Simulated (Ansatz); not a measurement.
Cost and result for the atomization energy of C2H6SSi (`C=C[SiH2]S`) (10 atoms, 9 bonds).

```xyz
10

C    -1.316   -0.282   -1.125
C    -0.898   -0.019    0.110
Si    0.831   -0.397    0.664
S     1.868    1.361    1.310
H    -0.662   -0.739   -1.863
H    -2.326   -0.055   -1.456
H    -1.589    0.446    0.811
H     1.532   -1.064   -0.465
H     0.858   -1.266    1.867
H     1.701    2.015    0.148
```

The species carries charge 0 and has multiplicity 1. The structure was optimised at the PBE0-D4/def2-TZVP level. It is one conformer, not always the lowest. Program: Ansatz. All runs use 2 threads of an Arm Neoverse V1 on a shared host. Times are those of one run each, without the atoms' runs, and a repeat can differ threefold. Electronic energies, without spin–orbit coupling; frozen cores. CCSD(T)/CBS adds CCSD(T) − MP2 in def2-TZVPP to the MP2 limit, and its time is that of the two runs behind it. T1 = 0.011.

CCSD(T)/CBS is a level of theory with its own doubt, some kJ/mol a heavy atom from the limit and from the frozen cores, so smaller differences don't rank the functionals.

```
                          level  functions  wall time  atomization (kJ/mol)  difference from CCSD(T)/CBS  per bond
         LDA (SPW92)/def2-TZVPP        230      1.9 s                4042.0                        452.7      50.3
           revPBE-D4/def2-TZVPP        230      3.1 s                3561.4                        -27.9      -3.1
PBE-D4/def2-TZVPP (with forces)        230      3.9 s                3631.1                         41.8       4.6
               CCSD(T)/def2-SVP         94      4.2 s                3380.5                       -208.8     -23.2
             PBE0-D4/def2-TZVPP        230      4.7 s                3590.1                          0.8       0.1
            BHLYP-D4/def2-TZVPP        230      4.9 s                3510.4                        -78.9      -8.8
        CAM-B3LYP-D4/def2-TZVPP        230      5.5 s                3590.1                          0.8       0.1
          r2SCANh-D4/def2-TZVPP        230        8 s                3579.6                         -9.7      -1.1
            PBE-QIDH/def2-TZVPP        230      8.5 s                3565.5                        -23.8      -2.6
              B97M-V/def2-TZVPP        230       15 s                3609.4                         20.1       2.2
                 MP2/def2-QZVPP        434       32 s                3578.8                        -10.5      -1.2
             CCSD(T)/def2-TZVPP        230      2 min                3497.2                        -92.1     -10.2
              CCSD(T)/CBS(def2)          –    2.6 min                3589.3                          0.0       0.0
```

The D4 term adds +34.5 kJ/mol with B3LYP and +18.1 kJ/mol with PBE0; it sums over pairs of atoms, weighted by their polarisabilities, and B3LYP, whose exchange is more repulsive, gets the larger term. In def2-TZVPP, CCSD(T) changes the Hartree–Fock value by +816.7 kJ/mol (the triples alone add +49.6 kJ/mol) and MP2 by +843.9 kJ/mol; breaking electron pairs costs correlation energy, which Hartree–Fock lacks. From BLYP to BHLYP (50 % exact exchange), in def2-TZVPP and without D4, the atomization energy moves by −37.0 kJ/mol: exact exchange takes away binding that semilocal exchange gives to molecules.

B3LYP here is the variant with VWN-RPA as its local correlation; programs differ in this.
